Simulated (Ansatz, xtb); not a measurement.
## C7H8: 4 structures ranked

4 gas-phase structures of C7H8, from a drawn sample of its isomers (lower ones may exist). Each was relaxed with GFN2-xTB:

A. `Cc1ccccc1`, a singlet
B. `C#C[C@@H]1[C@H]2CC[C@@H]12`, a singlet
C. `C=C1C=CC=CC1`, a singlet
D. `C=C1C=CC=C1C`, a singlet

**Question.** Estimate their order in r2SCAN-D4/def2-SVP energy at these geometries, lowest first.

**Answer.** Calculated order at r2SCAN-D4/def2-SVP: A (0.000), C (1.553), D (1.574), B (3.947) eV. Less than 1 kcal/mol parts C and D, so the order within that pair means little.

Energies above the lowest of each column, in eV; the last columns are at PBE-D3(BJ)/def2-SVP geometries and were run for some of them only (a dash: not run or not comparable):

```tsv
structure	GFN2-xTB	HF/STO-3G	r2SCAN-D4/def2-SVP	PBE-D3(BJ)/def2-SVP	CCSD(T)/def2-SVP + ΔMP2/def2-TZVPP
A	0.000	0.000	0.000	0.000	0.000
C	1.339	1.859	1.553	1.472	1.414
D	1.385	1.862	1.574	1.490	1.380
B	2.764	3.323	3.947	–	–
```

Every level run on A puts it lowest or level with the lowest. CCSD(T)/def2-SVP + ΔMP2/def2-TZVPP orders those it was run on as A (0.000), D (1.380), C (1.414) eV. Less than 1 kcal/mol parts D and C, so the order within that pair means little. A keeps a small imaginary mode. Frequencies (GFN2-xTB) were run for A, C, D alone. ΔMP2 is the change of the MP2 energy from the smaller to the larger basis.

Over these structures GFN2-xTB departs from r2SCAN-D4/def2-SVP by 0.393 eV on average once a common shift is removed. A GFN2-xTB relaxation took about 0.056 s and the r2SCAN-D4/def2-SVP energy about 1.8 s on a shared host (Ansatz 0.2.0, xtb 6.7.1).
